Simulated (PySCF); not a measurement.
Ba(44+) (barium, charge +44): Hartree-Fock from Schrödinger to Dirac-Coulomb-Breit

Occupied: 1s1/2, 2s1/2, 2p1/2, 2p3/2, 3s1/2. Hartree-Fock calculated with PySCF 2.14 in an uncontracted even-tempered set (20 s from 4.5 bohr⁻², ratio 2.3; 16 p from 5.4 bohr⁻², ratio 2.3), Gaussian nucleus throughout. NR is non-relativistic, sf-X2C the spin-free one-electron X2C Hamiltonian, X2C adds the bare one-electron spin-orbit term, X2C-SNSO screens it by Boettger's factors, DC is four-component Dirac-Coulomb, and the Gaunt and Breit terms are added at first order (total energies over the DC spinors, levels after relaxing the spinors in that mean field). QED terms are absent. Levels marked empty are virtual spinors of this ion; the basis has s and p functions only, so 3d, which can lie below the n = 4 levels, is absent.

```csv
Hamiltonian,E (hartree),E − E(DC) (hartree),CPU seconds
NR,-6049.9355,235.8490,0.48
sf-X2C,-6281.2179,4.5666,0.28
X2C,-6283.9238,1.8607,0.37
X2C-SNSO,-6283.7263,2.0582,0.37
DC,-6285.7845,0.0000,15
DC+Gaunt,-6279.8653,5.9192,26
DC+Breit,-6280.3893,5.3953,77
```

Task: Give the 3p spin-orbit interval with each Hamiltonian that has one.

Result: X2C 104.0; X2C-SNSO 100.1; DC 99.99; DC+Gaunt 98.68; DC+Breit 98.67 (eV).

```csv
level (eV),NR,sf-X2C,X2C,X2C-SNSO,DC,DC+Gaunt,DC+Breit
1s1/2,-38885.7,-40581.5,-40577.9,-40578.2,-40614.1,-40518.0,-40524.4
2s1/2,-8360.6,-8826.8,-8825.9,-8826.0,-8830.4,-8820.6,-8821.3
2p1/2,-8065.2,-8218.0,-8505.5,-8494.2,-8496.4,-8479.3,-8481.1
2p3/2,-8065.2,-8218.0,-8091.6,-8096.0,-8099.3,-8087.2,-8089.0
3s1/2,-3406.2,-3549.0,-3548.8,-3548.9,-3549.9,-3547.4,-3547.7
3p1/2 (empty),-3236.8,-3295.9,-3368.0,-3365.2,-3365.7,-3361.5,-3362.1
3p3/2 (empty),-3236.8,-3295.9,-3264.0,-3265.1,-3265.7,-3262.8,-3263.4
4s1/2 (empty),-1803.0,-1861.7,-1861.7,-1861.7,-1862.1,-1861.1,-1861.2
```

Weight of the small component: 1s1/2 0.0429, 2s1/2 0.00961, 2p1/2 0.00951, 2p3/2 0.00902, 3s1/2 0.00365, 3p1/2 0.00357, 3p3/2 0.00345, 4s1/2 0.00185.

Koopmans' value for the highest occupied level at DC+Breit: 3547.7 eV, against an ionisation energy of 3546 ± 4 eV (theoretical estimate listed by NIST; NIST Atomic Spectra Database, ionization energies); the former lacks relaxation, correlation, QED and recoil.

The whole ladder took 120 s of wall time on 1 thread of Neoverse-V2 (shared host), launched as `OMP_NUM_THREADS=1 python relrun2.py TASK.json OUT` (a driver that calls PySCF for each Hamiltonian).
